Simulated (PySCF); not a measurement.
**Mn (manganese, neutral) across methods**

[Ar] 3d5 4s2, high-spin 6S determinant. All numbers are calculated (PySCF 2.14, the spin-free X2C one-electron Hamiltonian (Gaussian nucleus), in aug-cc-pwCVTZ-DK with one added diffuse shell each of s, p, d, f, g type (11s10p8d5f4g, 152 functions)).

| method | E (hartree) | mean ε 3d α (eV) | mean ε 4s α (eV) | mean ε 4s β (eV) | Σ⟨r²⟩ (bohr²) | ⟨S²⟩ |
| --- | --- | --- | --- | --- | --- | --- |
| LDA | -1156.126 | -8.329 | -5.694 | -4.641 | 40.32 | 8.761 |
| PBE | -1158.314 | -8.151 | -5.507 | -4.463 | 40.75 | 8.762 |
| PBE0 | -1158.337 | -10.439 | -6.156 | -5.110 | 40.82 | 8.762 |
| r2SCAN | -1158.517 | -8.723 | -5.759 | -4.547 | 40.93 | 8.781 |

Problem. Estimate the same row for UHF.

Solution. E (hartree) = -1157.38374; mean ε 3d α (eV) = -17.086; mean ε 4s α (eV) = -7.552; mean ε 4s β (eV) = -6.201; Σ⟨r²⟩ (bohr²) = 42.86; ⟨S²⟩ = 8.772.
